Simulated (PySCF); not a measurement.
SMILES c1nc(Cc2[se]ccc2)sc1 (C₈H₇NSSe), GFN2-xTB optimised geometry.

```
18

C     -1.28    -3.32     0.00
C      0.07    -3.32     0.00
Se     0.78    -1.60     0.00
C     -0.98    -0.99     0.00
C     -1.37     0.45     0.01
C     -0.22     1.37    -0.09
N      1.01     1.00    -0.08
C      1.88     2.04    -0.18
C      1.29     3.26    -0.28
S     -0.42     3.10    -0.24
C     -1.86    -2.03     0.00
H     -1.88    -4.22     0.00
H      0.70    -4.19     0.00
H     -2.07     0.66    -0.81
H     -1.92     0.68     0.94
H      2.93     1.84    -0.18
H      1.75     4.22    -0.37
H     -2.93    -1.88     0.00
```

Density from PBE0/def2-SVP run with PySCF at that geometry.

Minimum of the electron density along straight lines between bonded atoms, close to the bond critical point (lines longer than 1.1 times the sum of covalent radii, or with two minima, are not listed):

| bond | length / Å | ρ at the minimum / e bohr⁻³ | ∇²ρ there / e bohr⁻⁵ | position (fraction from the first atom) |
|---|---|---|---|---|
| C1–C2 | 1.355 | 0.324 | -0.82 | 0.49 |
| C2–Se3 | 1.859 | 0.174 | -0.19 | 0.50 |
| Se3–C4 | 1.868 | 0.169 | -0.18 | 0.51 |
| C4–C5 | 1.499 | 0.252 | -0.58 | 0.50 |
| C5–C6 | 1.483 | 0.264 | -0.64 | 0.48 |
| C6–N7 | 1.285 | (withheld) | -0.82 | 0.34 |
| N7–C8 | 1.354 | 0.327 | -0.93 | 0.65 |
| C8–C9 | 1.355 | 0.326 | -0.83 | 0.49 |
| C6–S10 | 1.748 | 0.206 | (withheld) | 0.47 |
| C9–S10 | 1.723 | 0.214 | -0.46 | 0.47 |
| C1–C11 | 1.416 | 0.294 | (withheld) | 0.50 |
| C4–C11 | 1.362 | 0.321 | -0.80 | 0.51 |
| C1–H12 | 1.078 | 0.282 | -1.07 | 0.63 |
| C2–H13 | 1.075 | 0.282 | -1.08 | 0.64 |
| C5–H14 | 1.096 | 0.273 | -1.00 | 0.63 |
| C5–H15 | 1.098 | 0.272 | -0.99 | 0.63 |
| C8–H16 | 1.074 | 0.289 | -1.15 | 0.64 |
| C9–H17 | 1.071 | 0.286 | -1.13 | 0.65 |
| C11–H18 | 1.078 | 0.281 | -1.05 | 0.63 |

Q: What belongs in the gaps?

A: 
- C6–N7, ρ at the minimum / e bohr⁻³: 0.376
- C6–S10, ∇²ρ there / e bohr⁻⁵: -0.41
- C1–C11, ∇²ρ there / e bohr⁻⁵: -0.72
